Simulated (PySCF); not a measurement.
## The 22-electron isoelectronic series, spin-free X2C

All values are computed (PySCF 2.14, energy differences of UHF-based or UKS calculations, no spin-orbit coupling). Each ion has its own even-tempered basis scaled to its charge (18s12p7d4f3g for the first); frozen: [Ne]. Ionisation energies in eV.

```csv
ion,configuration,UHF,LDA,PBE,PBE0,r2SCAN,MP2 (outer shells),"NIST (with spin-orbit, Breit and QED)"
Ho⁴⁵⁺,[Ar] 3d4 (5D),3742.5,3741.6,3740.6,3741.6,3740.6,3742.9,3760 ± 4 (t)
Er⁴⁶⁺,[Ar] 3d4 (5D),3896.8,3895.8,3894.8,3895.8,3894.8,3897.2,3916 ± 4 (t)
Tm⁴⁷⁺,[Ar] 3d4 (5D),4054.2,4053.2,4052.2,4053.2,4052.2,4054.6,4075 ± 4 (t)
Yb⁴⁸⁺,[Ar] 3d4 (5D),4214.6,4213.5,4212.5,4213.6,4212.6,4215.0,4238 ± 4 (t)
Lu⁴⁹⁺,[Ar] 3d4 (5D),4378.4,4377.2,4376.2,4377.2,4376.2,4378.7,4403 ± 4 (t)
Hf⁵⁰⁺,[Ar] 3d4 (5D),4545.1,4543.8,4542.8,4543.8,4542.8,4545.4,4573 ± 4 (t)
Ta⁵¹⁺,[Ar] 3d4 (5D),4715.0,4713.7,4712.7,4713.8,4712.7,4715.4,4745 ± 4 (t)
W⁵²⁺,[Ar] 3d4 (5D),4888.1,4886.7,4885.7,4886.8,4885.7,4888.5,4927 ± 4 (s)
Re⁵³⁺,[Ar] 3d4 (5D),5064.3,5062.8,5061.7,5062.9,5061.8,5064.6,5099 ± 5 (t)
Os⁵⁴⁺,[Ar] 3d4 (5D),5243.6,5242.1,5241.0,5242.2,5241.1,5244.0,5280 ± 5 (t)
```

Each ion has its own basis, which adds noise of up to about 0.1 % along the series.

NIST values marked (s) are semi-empirical, (t) theoretical. Open shells are high-spin determinants of the terms that Hund's rules give; for the heavier ions, far from LS coupling, these are not the ground levels.

Spin-orbit coupling of the open shells is absent from the calculated values and included in NIST's; it grows fast with Z.
